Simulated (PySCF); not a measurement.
Isomers of C6H9P, one conformer each; single-point electronic energies without zero-point terms and without any empirical dispersion term.

All values: PBE0/pcSseg-1 (PySCF, non-relativistic), each on one gas-phase PBE0-D3(BJ)/def2-SVP geometry that isn't relaxed in the solvent. The solvent is an IEF-PCM continuum (van der Waals radii × 1.2). Specific hydrogen bonds and non-electrostatic terms are outside this model.

| isomer | relative energy, gas (kJ/mol) | dipole (D) |
| --- | --- | --- |
| `Cc1cc[pH]c1C` | 0.0 | 1.24 |
| `C=C[C@@H]1P[C@H]1C=C` | 121.2 | 0.92 |
| `C(C)#CP(C)C=C` | 158.6 | 1.55 |

Q: How do the relative energies look in chloroform (ε = 4.711)?

A: 
```
                isomer  relative energy, solvent (kJ/mol)  E(solvent) − E(gas) (kJ/mol)  dipole in solvent (D)
        `Cc1cc[pH]c1C`                                0.0                          -9.3                   1.53
`C=C[C@@H]1P[C@H]1C=C`                              119.0                         -11.5                   1.16
       `C(C)#CP(C)C=C`                              153.2                         -14.7                   1.88
```

The order is unchanged. Conformers: `[CH2:1]=[CH:2][C@@H:3]1[PH:4][C@H:5]1[CH:6]=[CH2:7]` with C1–C2–C3–P4 -134°, P4–C5–C6–C7 -131°; `[CH2:1]=[CH:2][P:3]([CH3:4])[C:5]#[C:6][CH3:7]` with C1–C2–P3–C4 24°. `C(C)#CP(C)C=C` gains most from the continuum, and it has the largest gas-phase dipole. The gains span 5.4 kJ/mol, the gas-phase energies 158.6 kJ/mol.
